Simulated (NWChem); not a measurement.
# Correlation energy of silacyclobutane (C$_{3}$H$_{8}$Si)

```xyz
12

C     -1.0020    -0.9058     0.0000
C     -0.1456    -0.3997    -1.2064
Si     0.6468     0.8460     0.0000
C     -0.1456    -0.3997     1.2064
H     -1.2009    -1.9913     0.0000
H     -1.9825    -0.4013     0.0000
H      0.5849    -1.1606    -1.5285
H     -0.7045    -0.0655    -2.0928
H     -0.0029     2.1919     0.0000
H      2.1294     1.0414     0.0000
H      0.5849    -1.1606     1.5285
H     -0.7045    -0.0655     2.0928
```
Charge 0, spin multiplicity 1.

Program: NWChem. The geometry was optimised at B3LYP/def2-SVP, a minimum by its harmonic frequencies. It is one conformer; others weren't searched.

Basis set: cc-pVDZ. Each correlation energy counts from its own Hartree-Fock reference.

The correlated methods keep 8 core orbitals frozen. Coupled-cluster values serve here as a point of comparison, not as the truth.

### Question
For the correlation energy, RI-MP2 gives -528.7 mHa and MP2 gives -528.9 mHa. What do SCS-MP2, CR-CCSD[T], CR-CCSD(T) give?

### Answer
SCS-MP2: -533.3 mHa; CR-CCSD[T]: -599.6 mHa; CR-CCSD(T): -599.3 mHa.
